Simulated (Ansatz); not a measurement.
Several settings on one geometry of CdF₂ (that of the charge 0 singlet, PBE0-D4/def2-TZVP). Ansatz on 4 threads of Arm Neoverse V1 on a shared host; times are rough.

```xyz
3

Cd    0.000    0.000    0.000
F    -0.017   -0.022    1.921
F     0.017    0.022   -1.921
```

Totals from different functionals, basis sets or treatments of relativity can't be compared as stabilities.

In the def2 sets Cd takes a core potential; there is no spin–orbit coupling. Correlated methods freeze 2 core orbitals; core or outer-core shells of Cd are correlated, in sets that lack core-valence functions.

**Question.** Give the basis size and estimate the energy, ⟨S²⟩, dipole and time of these runs.

| run | method | charge | state | further keys |
| --- | --- | --- | --- | --- |
| 1 | RKS RPBE-D4/def2-mTZVPP | 0 | singlet | final_grid: {core_spheres: 20, valence_spheres: 16, degree: 47}; point_charges: [{charge: 2.00, position_ang: [4.628, 0.989, 0.790]}]; scf: {omitted_lower_state_checks: [starts]}; forces asked |
| 2 | RHF, mp2/def2-mTZVP | 0 | singlet | scf: {omitted_lower_state_checks: [starts]} |
| 3 | RKS r2SCAN50/def2-mTZVP | 0 | singlet | scf: {lower_state_search: off}; forces asked |

**Answer.** 
```json
{"run": "1", "functions": "81", "energy (Eh)": "-367.6065", "⟨S²⟩": "–", "dipole (D)": "1.36", "wall time": "0.9 s"}
{"run": "2", "functions": "71", "energy (Eh)": "-366.4716", "⟨S²⟩": "–", "dipole (D)": "–", "wall time": "0.35 s"}
{"run": "3", "functions": "71", "energy (Eh)": "-367.4074", "⟨S²⟩": "–", "dipole (D)": "0.00", "wall time": "1.2 s"}
```
